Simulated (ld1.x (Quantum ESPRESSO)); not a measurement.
The numbers below are computed, except where a source is named.
A failed generation for phosphorus (P)

Input:

```
&input
   title='P', zed=15., rel=0, dft='PBE', iswitch=3,
   config='[Ne] 3s2 3p3',
   nld=2, rlderiv=1.85, eminld=-3.0, emaxld=5.0, deld=0.02
 /
 &inputp
   pseudotype=3, lpaw=.true., tm=.true., lloc=-1, rcloc=1.25,
   nlcc=.true., new_core_ps=.true., rcore=1.25,
   which_augfun='BESSEL', rmatch_augfun=1.00,
   file_pseudopw='P.UPF', file_wfcaegen='ae.wfc', file_wfcncgen='nc.wfc', file_beta='beta', file_chi='chi', file_wfcusgen='us.wfc'
 /
4
3S  1  0   2.00   0.00  1.25  1.40  0.0
3S  1  0   0.00   2.00  1.25  1.40  0.0
3P  2  1   3.00   0.00  1.45  1.70  0.0
3P  2  1   0.00   1.70  1.45  1.70  0.0
 &test
   configts(1)='3s2 3p3'
 /
```

```bash
ld1.x < P.in > P.out
```

End of the output:

```
      Core charge pseudized with two Bessel functions
      Integrated core pseudo-charge :   2.12
      Wfc-us  3S rcutus= 1.408  Estimated cut-off energy=    21.52 Ry
      Wfc-us  3S rcutus= 1.408  Estimated cut-off energy=    26.25 Ry
      Wfc-us  3P rcutus= 1.719  Estimated cut-off energy=    25.05 Ry
      Wfc-us  3P rcutus= 1.719  Estimated cut-off energy=    29.72 Ry

     Required augmentation: BESSEL   radius:    1.000000
     Suggested rho cutoff for augmentation:  54.01 Ry

 %%%%%%%%%%%%%%%%%%%%%%%%%%%%%%%%%%%%%%%%%%%%%%%%%%%%%%%%%%%%%%%%%%%%%%%%%%%%%%
     Error in routine new_paw_hamiltonian (1):
     negative rho
 %%%%%%%%%%%%%%%%%%%%%%%%%%%%%%%%%%%%%%%%%%%%%%%%%%%%%%%%%%%%%%%%%%%%%%%%%%%%%%

     stopping ...
```

Task: Why did it fail, and what change makes it run?

Result: The run stopped because the spherical valence density built from the smooth waves and the augmentation charge turned negative at some radius. A run that differs only in the following succeeds: augmentation PSQ, inside the norm-conserving radii. This is one of several that fit.
